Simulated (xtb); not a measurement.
xtb input:

```bash
xtb mol.xyz --gfn 2 --ohess tight --chrg -1 --uhf 0
```
mol.xyz:
```
10

Si    -2.67628400     0.07209094     0.10641144
C     -0.78826218     0.88875126     0.09516428
Si     0.39730056    -0.46373987     0.02975515
Cl     2.43402765     0.13971744    -0.10801057
H     -2.51900537    -0.54286862    -1.33521240
H     -2.22165602    -1.29632353     0.77651842
H     -0.71309694     1.59071379    -0.69234452
H     -0.69724482     1.45380808     1.07538847
H      0.25487627    -1.35031961    -1.17833785
H      0.44658527    -1.32148859     1.22538214
```

Task: Predict the final energy.

Result: -13.37796 Eh (GFN2-xTB).

It need not be the lowest isomer of its formula. Whether it binds its extra electron was not tested at this geometry.
